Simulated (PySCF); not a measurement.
Species: C₅H₈O₃S.
Structure used (GFN2-xTB), in Å, numbered top down from 1:
```
atom  x, y, z in Å
C1    -1.971   -0.265    1.207
C2    -1.154   -0.034    0.201
C3    -1.103    0.953   -0.935
C4     0.113    0.189   -1.493
C5     0.132   -0.665   -0.228
S6     1.428   -0.050    0.870
O7     1.475   -0.812    2.081
O8     1.373    1.371    0.950
O9     2.751   -0.460    0.017
H10   -1.779   -1.050    1.917
H11   -2.858    0.327    1.357
H12   -1.984    0.980   -1.574
H13   -0.865    1.961   -0.601
H14   -0.094   -0.375   -2.400
H15    1.016    0.781   -1.622
H16    0.239   -1.743   -0.266
H17    3.273   -1.095    0.511
```

Definitions: NICS(0) = −σiso at the ring centroid; NICS(1) = −σiso and NICS(1)zz = −σzz at ±1 Å along the ring normal z. Level: GIAO PBE0/pcSseg-1 (PySCF, non-relativistic, gas phase) on the GFN2-xTB geometry, one conformer.

Ring bond lengths (Å), with Mayer bond orders in brackets: C2–C3 1.506 (1.02), C3–C4 1.541 (1.04), C4–C5 1.527 (0.97), C5–C2 1.495 (0.93).

Task: Give the NICS values of each ring in ppm.

Result: 
```csv
ring,type,NICS(0),"NICS(1), two faces","NICS(1)zz, two faces",rms pucker (Å),"centre to ring atoms, mean (Å)"
C2–C3–C4–C5,4-membered carbocycle; formal bonds all single,2.9,-0.8 / -1.0,-0.8 / 1.0,0.05,1.07
```

Task: What do they say, and how far can they be read as aromaticity?

Result: 
- C2–C3–C4–C5: mean NICS(1)zz 0.1 ppm, near zero. C3, C4, C5 have four or more neighbours, and the NICS criterion for π rings isn't applied.
